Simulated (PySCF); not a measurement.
The numbers are results of PBE-D3(BJ)/def2-TZVP // PBE0-D3(BJ)/def2-TZVP run with PySCF, not measurements. Isolated molecules, 0 K electronic values unless said otherwise. One relaxed conformer stands for a flexible species; it need not be the lowest. Excitations are Tamm–Dancoff values on a coarser integration grid. The basis has no diffuse functions, so Rydberg states are missing or too high.

Reference species (SMILES): `SB(S)I` (H–S–B–I torsion 180°, I–B–S–H torsion -180°) (neutral, multiplicity 1).

```yaml
S1–T1 gap (TDA): 0.25 eV
brightest of the four lowest singlets (TDA): 4.98 eV
HOMO: -6.55 eV
```

After one change: the S1–T1 gap (TDA) rises by 0.12 eV; the brightest of the four lowest singlets (TDA) goes up by 0.68 eV; the HOMO rises by 0.19 eV.

### Question
Name the change that produced these shifts. The new species is one of these.
A) `SB(I)I` (H–S–B–I torsion 180°)
B) `IB(I)I`
C) `SB(S)S`

### Answer
C, `SB(S)S`
